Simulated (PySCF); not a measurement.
A GIAO shielding run with PySCF 2.14.0 with density-fitted response routines (density fitting, non-relativistic, gas phase) on n-Bu2O (SMILES CCCCOCCCC):

```
{"job": {"kind": "nmr", "xc": "PBE0", "basis": "pcSseg-1"}, "charge": 0, "multiplicity": 1}
C     -3.653491     1.821713    -0.133250
C     -2.684652     0.664701    -0.339118
C     -2.292800     0.017222     0.986480
C     -1.292508    -1.116920     0.794088
O     -0.084861    -0.584196     0.307395
C      0.904401    -1.557930     0.078908
C      2.167135    -0.872091    -0.429934
C      2.785453     0.040937     0.625562
C      4.024599     0.750853     0.096154
H     -3.203929     2.587582     0.494480
H     -3.921411     2.272794    -1.085658
H     -4.564062     1.474989     0.351158
H     -3.145384    -0.085914    -0.985842
H     -1.779253     1.021704    -0.831130
H     -1.838970     0.768424     1.634646
H     -3.179806    -0.378113     1.485436
H     -1.115181    -1.631934     1.753407
H     -1.690436    -1.860152     0.082645
H      1.116584    -2.106078     1.012326
H      0.544569    -2.289104    -0.664573
H      2.885957    -1.637651    -0.729447
H      1.904959    -0.281879    -1.309420
H      3.050833    -0.552038     1.504093
H      2.038343     0.775013     0.929393
H      3.773569     1.356285    -0.771960
H      4.448740     1.401271     0.857498
H      4.781707     0.026935    -0.199234
```

Hardware: 1 thread of an x86-64 server CPU, shared host. The job also computes population analyses, field gradients.

Question: How large is the calculation?

Answer: 74 electrons, 243 basis functions and 1253 auxiliary functions.

Question: How long does it take?

Answer: 93 s of wall time, with 13 SCF cycles and 4 response iterations. Times on a shared host scatter by some tens of per cent.
